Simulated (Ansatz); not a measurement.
Basis-set extrapolation for C$_{3}$H$_{8}$BNSi (`BC(=C)N1C[SiH2]1`) (PBE0-D4/def2-TZVP geometry, frozen core, Ansatz). Multiplicity 1, RHF reference.

```tsv
	def2-TZVPP	def2-QZVPP
HF	-486.329108	-486.347485
MP2 correlation	-0.913620	-0.973798
CCSD(T) correlation	-1.009298	not run
```

Energies in hartree. Use E(X) = E(∞) + A·exp(−7.88·√X) for Hartree–Fock and E(X) = E(∞) + B·X^(−2.97) for correlation, with X = 3 and 4, and add CCSD(T) minus MP2 of the smaller set to the MP2 limit.

**Question.** What is the CCSD(T) energy at the basis-set limit?

**Answer.** HF limit: -486.347485 + (-0.018377) × 0.13774 = -486.35002. MP2 limit: -0.973798 + (-0.060178) × 0.74074 = -1.01837. Higher-order term: -1.009298 − (-0.913620) = -0.09568. Total: -487.46407 hartree, 3.42 eV below CCSD(T)/def2-TZVPP.
